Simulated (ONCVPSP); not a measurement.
**Ba (Z = 56) ONCV: all-electron and pseudo phase curves**

Ba, optimised norm-conserving Vanderbilt (ONCV), made with ONCVPSP 4.0.1 (PBE, non-relativistic). Core [Kr] 4d10, reference 5s2 5p6 5d1 6s1. Waves: 5s+6s: rc 2.60 bohr, ncon 4, nbas 8, qcut 3.9 1/bohr, 2 projectors; 5p: rc 2.55 bohr, ncon 4, nbas 7, qcut 6.3 1/bohr, 1 projector; 5d: rc 3.85 bohr, ncon 5, nbas 10, qcut 3.3 1/bohr, 2 projectors, debl 0.8 Ha. Local part: polynomial inside 1.85 bohr (lpopt 5, dvloc0 2 Ha). Core correction: none.

The phase is arctan(r·R′/R) of the radial function R(r), unwrapped; energies in Ha, scanned from -3 to 5 Ha. A pole is an energy at which the radial function vanishes at the test radius. The pseudo phase is shifted by a multiple of π to meet the all-electron one at the reference energy, and phase errors are pseudo minus all-electron; the curves can meet again beyond the range given. Levels narrower than the energy grid can be missing from the lists of poles.

Problem. For each channel, where are the poles, and over which energies does the pseudopotential scatter like the atom?

Solution.

```tsv
channel	radius (bohr)	reference energy (Ha)	poles, all-electron	poles, pseudo	unbroken range about the reference energy with phases within 0.05 rad	phase error 1 Ha above the reference energy (rad)
s	2.64	-0.09	-0.86, 2.96	-0.86, 2.49, 3.78	below 2.5	-0.011
p	2.58	-0.64	-0.22, 3.85	-0.22, 2.82	below 0.6	-0.018
d	3.90	-0.06	0.12, 1.62, 4.02	0.12, 1.63, 3.65	below 2.4	+0.000
```

Phases in the d channel:

| E (Ha) | all-electron | pseudo |
| --- | --- | --- |
| -2.98 | 1.452 | 1.452 |
| -2.76 | 1.447 | 1.447 |
| -2.54 | 1.441 | 1.441 |
| -2.32 | 1.434 | 1.434 |
| -2.10 | 1.426 | 1.426 |
| -1.88 | 1.416 | 1.416 |
| -1.66 | 1.404 | 1.404 |
| -1.44 | 1.389 | 1.389 |
| -1.22 | 1.369 | 1.369 |
| -1.00 | 1.341 | 1.341 |
| -0.78 | 1.298 | 1.298 |
| -0.56 | 1.218 | 1.218 |
| -0.34 | 0.998 | 0.998 |
| -0.12 | -0.565 | -0.565 |
| 0.10 | -1.539 | -1.539 |
| 0.32 | -1.796 | -1.796 |
| 0.54 | -2.272 | -2.272 |
| 0.76 | -3.939 | -3.939 |
| 0.98 | -4.447 | -4.446 |
| 1.20 | -4.589 | -4.589 |
| 1.42 | -4.663 | -4.662 |
| 1.64 | -4.716 | -4.714 |
| 1.86 | -4.765 | -4.762 |
| 2.08 | -4.827 | -4.819 |
| 2.30 | -4.938 | -4.919 |
| 2.52 | -5.340 | -5.251 |
| 2.74 | -7.186 | -7.128 |
| 2.96 | -7.614 | -7.626 |
| 3.18 | -7.723 | -7.743 |
| 3.40 | -7.776 | -7.803 |
| 3.62 | -7.810 | -7.848 |
| 3.84 | -7.836 | -7.896 |
| 4.06 | -7.858 | -7.981 |
| 4.28 | -7.881 | -8.393 |
| 4.50 | -7.906 | -10.638 |
| 4.72 | -7.940 | -10.851 |
| 4.94 | -7.994 | -10.911 |
